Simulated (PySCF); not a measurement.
# Bond length, frequency and bond energy of SnI⁺ by level of theory

State: ¹Σ⁺ (singlet), closed shell. Set-up: basis Sn def2-TZVPPD with ECP28, I def2-TZVPPD with ECP28; scalar-relativistic core potentials; PySCF 2.14. De refers to Sn⁺ + I in their high-spin ground configurations, without counterpoise correction. A positive dipole points towards I; it is taken about the centre of mass and depends on that origin.

```json
{"Level": "RHF", "Re (Å)": "2.600", "ωe (cm⁻¹)": "245", "De (eV)": "2.12", "μ (D)": "-4.77", "CPU s a point (SCF and correlation, without the integrals)": "0.97"}
{"Level": "RHF-MP2", "Re (Å)": "2.571", "ωe (cm⁻¹)": "251", "De (eV)": "3.59", "μ (D)": "n/a", "CPU s a point (SCF and correlation, without the integrals)": "1.6"}
{"Level": "RHF-SCS-MP2", "Re (Å)": "2.582", "ωe (cm⁻¹)": "248", "De (eV)": "3.38", "μ (D)": "n/a", "CPU s a point (SCF and correlation, without the integrals)": "n/a"}
{"Level": "RHF-CCSD", "Re (Å)": "2.585", "ωe (cm⁻¹)": "246", "De (eV)": "3.20", "μ (D)": "n/a", "CPU s a point (SCF and correlation, without the integrals)": "n/a"}
{"Level": "RHF-CCSD(T)", "Re (Å)": "2.594", "ωe (cm⁻¹)": "242", "De (eV)": "3.41", "μ (D)": "n/a", "CPU s a point (SCF and correlation, without the integrals)": "41"}
{"Level": "LDA", "Re (Å)": "2.578", "ωe (cm⁻¹)": "241", "De (eV)": "4.40", "μ (D)": "-3.48", "CPU s a point (SCF and correlation, without the integrals)": "1.4"}
{"Level": "PBE", "Re (Å)": "2.620", "ωe (cm⁻¹)": "230", "De (eV)": "3.79", "μ (D)": "-3.81", "CPU s a point (SCF and correlation, without the integrals)": "1.5"}
{"Level": "BLYP", "Re (Å)": "2.647", "ωe (cm⁻¹)": "221", "De (eV)": "3.57", "μ (D)": "-3.90", "CPU s a point (SCF and correlation, without the integrals)": "1.1"}
{"Level": "r²SCAN", "Re (Å)": "2.597", "ωe (cm⁻¹)": "240", "De (eV)": "3.67", "μ (D)": "-3.81", "CPU s a point (SCF and correlation, without the integrals)": "1.5"}
{"Level": "PBE0", "Re (Å)": "2.592", "ωe (cm⁻¹)": "242", "De (eV)": "3.55", "μ (D)": "-4.03", "CPU s a point (SCF and correlation, without the integrals)": "4"}
{"Level": "r²SCAN0", "Re (Å)": "2.580", "ωe (cm⁻¹)": "247", "De (eV)": "3.46", "μ (D)": "-4.00", "CPU s a point (SCF and correlation, without the integrals)": "2.4"}
{"Level": "HSE06", "Re (Å)": "2.597", "ωe (cm⁻¹)": "241", "De (eV)": "3.60", "μ (D)": "-3.97", "CPU s a point (SCF and correlation, without the integrals)": "3.9"}
{"Level": "BHandHLYP", "Re (Å)": "2.593", "ωe (cm⁻¹)": "244", "De (eV)": "3.17", "μ (D)": "-4.32", "CPU s a point (SCF and correlation, without the integrals)": "1.9"}
{"Level": "B2PLYP", "Re (Å)": "2.602", "ωe (cm⁻¹)": "238", "De (eV)": "3.48", "μ (D)": "-4.40", "CPU s a point (SCF and correlation, without the integrals)": "3.2"}
```

Which functional lies closest to RHF-CCSD(T) in De, which farthest, and by how much do they differ from it?

Closest is r²SCAN0 (-1.4 pm in Re, +2.1 % in ωe, +0.05 eV in De against RHF-CCSD(T) in the same basis), farthest LDA (-1.6 pm in Re, -0.4 % in ωe, +0.99 eV in De). CCSD(T) converges more slowly with the basis than the functionals do and binds too weakly in this one, so the order can change at the basis-set limit.

What does the gradient correction do here, going from LDA to PBE?

PBE less LDA: +4.2 pm in Re, -4.6 % in ωe, -0.61 eV in De. The gradient correction favours the more uneven density of free atoms, so it tends to lengthen bonds and takes away much of the overbinding of LDA; so it does here.

What does second-order correlation do here, going from RHF to RHF-MP2?

RHF-MP2 less RHF: -2.9 pm in Re, +2.4 % in ωe, +1.47 eV in De. Correlation nearly always deepens the well. The bond shortens, as in weak, metallic or heavy-atom bonds, where dispersion and the correlation of outer-core electrons pull the atoms together.

Correlated steps freeze 8 core orbitals. Spin–orbit coupling is left out, which matters for elements this heavy, above all for dissociation energies. For an ion De counts to the pair picked by the measured ionisation energies or electron affinities, which need not be the lowest pair at this level. Where the molecule has an RHF reference, its open-shell atoms are computed with UHF. B2PLYP dipoles, levels and charges come from its SCF part alone.

The whole job (state search and all levels along the bond) took about 6 min on 2 threads of Intel Xeon 6975P-C (shared host), peak memory 4.3 GiB.
